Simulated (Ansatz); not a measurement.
Born–Oppenheimer molecular dynamics of AlBrClH3 (6 atoms, charge 0, multiplicity 1). It starts at the highest image of a converged band, a first-order saddle point between two minima.

All numbers below come from Ansatz 0.2.0, RHF/def2-SVP.

| Property | Result |
| --- | --- |
| ensemble | NVE (velocity Verlet) |
| time step | 0.5 fs |
| steps asked | 200 |
| starting velocities drawn for | 300 K |
| seed | 9100 |

First frame:

```xyz
6
Properties=species:S:1:pos:R:3
Al -0.060 -0.170 0.018
H -0.158 0.099 1.654
H 1.337 0.025 -0.641
Cl -1.875 0.210 -0.979
Br -0.128 -2.567 1.089
H -0.175 -1.100 1.730
```

Task: How far do the bonds stretch over the last three quarters of this one trajectory? (Pairs bonded in most of those frames.)

Result: 
| bond | mean (Å) | spread (Å) | shortest | longest |
| --- | --- | --- | --- | --- |
| Al1–H2 | 1.575 | 0.031 | 1.53 | 1.62 |
| Al1–H3 | 1.581 | 0.062 | 1.48 | 1.67 |
| Al1–Cl4 | 2.127 | 0.043 | 2.06 | 2.18 |
| Br5–H6 | 1.423 | 0.054 | 1.34 | 1.51 |

Pairs bonded in part of these frames only: Al1–Br5 33 %.

Mean temperature of the second half: 1112 K. The conserved energy stayed within 0.26 meV per atom of its start (net change -0.00017 meV per atom), so the integration is sound. The kinetic energy rose, since the run started high on the potential surface and went downhill. It ends in pieces (AlClH2 + BrH), so much of that is their flight and rotation, not heat. A run of 0.1 ps of so small a system gives no equilibrium averages. The orbitals stay closed-shell, which can raise the energy where a bond breaks towards radicals; this wasn't checked here.

The run took 5.2 min on 1 thread of Arm Neoverse V1, on a shared host, peak memory 0.15 GiB.
